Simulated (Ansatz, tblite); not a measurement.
Forces on Zn₅O₅H₁₈ at its PBE-D4/def2-SVP geometry. The state is a singlet with charge 0.

The xTB rows come from tblite. Single mean-field runs in def2-TZVP are fitted with def2-universal-jkfit. In the singlet geometry the species has come apart into loosely held pieces.

GFN2-xTB (tblite), largest force 1.38 eV/Å:

```xyz
28
positions Å, forces eV/Å
Zn    3.088    1.356   -0.245    0.365    0.657   -0.291
Zn    1.922   -3.368   -1.221   -0.015   -0.326   -0.165
Zn   -0.566    1.573    0.122    0.053    0.489   -0.092
Zn   -4.954    0.594    0.497   -0.509   -0.145    0.154
Zn    1.350    0.565    1.604    0.286   -0.012    0.451
O     1.143    0.792   -0.599   -0.135   -0.624   -0.262
O     0.614   -1.978   -0.310   -0.639    0.318    0.586
O     3.767   -0.550   -0.789    0.530   -0.320   -0.254
O    -1.489   -0.378    0.410   -0.327   -0.020    0.754
O    -3.957    2.198   -0.370    0.444    0.687    0.251
H     3.945    2.486   -0.899   -0.540   -0.714    0.395
H     2.863    1.233    1.555   -0.278   -0.153    0.031
H     1.159   -4.207   -2.288    0.364    0.409    0.460
H     3.211   -2.913   -0.379   -0.473   -0.716   -0.248
H    -1.552    2.530   -0.667    1.069   -0.360    0.325
H     0.058    1.740    1.728   -0.176   -0.009   -0.213
H    -3.863   -0.581    0.411   -0.980    0.269    0.053
H    -6.370    1.096    0.910    0.606   -0.237   -0.178
H     0.912   -0.949    1.972    0.336    0.724    0.395
H     1.066   -0.127   -0.939    0.109    0.592   -0.188
H    -0.345   -1.750   -0.380    0.581   -0.240   -0.122
H     0.853   -1.617    0.607   -0.070   -0.657   -1.034
H     4.646   -0.611   -1.204   -0.483    0.003    0.222
H     3.489   -1.504   -0.589    0.268    0.934   -0.040
H    -2.520   -0.406    0.408    1.113   -0.084   -0.075
H    -1.223   -0.610    1.328   -0.267    0.131   -0.676
H    -2.951    2.285   -0.463   -1.376   -0.114   -0.043
H    -4.294    3.099   -0.213    0.143   -0.483   -0.195
```

PBE-D4/def2-TZVP (Ansatz), largest force 0.44 eV/Å:

```
Zn 0.141 0.326 -0.001
Zn 0.124 -0.244 -0.118
Zn -0.087 0.233 -0.036
Zn -0.178 -0.247 0.141
Zn 0.015 -0.052 0.319
O -0.024 -0.190 -0.246
O -0.262 0.155 0.229
O 0.256 -0.331 -0.146
O -0.275 -0.126 0.258
O 0.177 0.389 -0.072
H -0.027 -0.060 0.016
H -0.007 -0.014 -0.033
H 0.015 0.062 0.059
H -0.086 -0.017 -0.044
H 0.048 -0.044 0.027
H 0.015 -0.012 -0.025
H -0.052 0.077 -0.011
H 0.051 0.012 -0.029
H 0.024 0.068 0.011
H 0.012 0.276 0.020
H 0.173 -0.156 -0.100
H 0.019 -0.143 -0.112
H -0.113 0.091 0.055
H 0.031 0.104 0.057
H 0.148 -0.012 -0.048
H -0.024 0.035 -0.135
H -0.083 -0.039 -0.012
H -0.032 -0.143 -0.023
```

PBE0-D4/def2-TZVP (Ansatz), largest force 1.04 eV/Å:

```
Zn 0.047 0.166 -0.066
Zn 0.034 -0.153 -0.040
Zn 0.011 0.075 -0.128
Zn -0.100 -0.140 0.055
Zn 0.000 -0.029 0.236
O -0.065 -0.694 -0.157
O -0.640 0.451 0.688
O 0.549 -0.795 -0.222
O -0.623 -0.140 0.798
O 0.501 0.851 0.050
H -0.017 -0.039 0.004
H -0.008 -0.026 -0.068
H 0.029 0.050 0.050
H -0.092 -0.049 -0.066
H 0.053 -0.035 0.035
H 0.013 -0.037 -0.043
H -0.096 0.077 0.005
H 0.042 -0.003 -0.014
H 0.028 0.082 0.014
H 0.062 0.863 0.205
H 0.749 -0.298 -0.079
H -0.118 -0.376 -0.657
H -0.607 0.125 0.287
H 0.202 0.668 -0.060
H 0.754 -0.005 -0.056
H -0.192 0.147 -0.667
H -0.673 -0.083 0.019
H 0.154 -0.653 -0.125
```
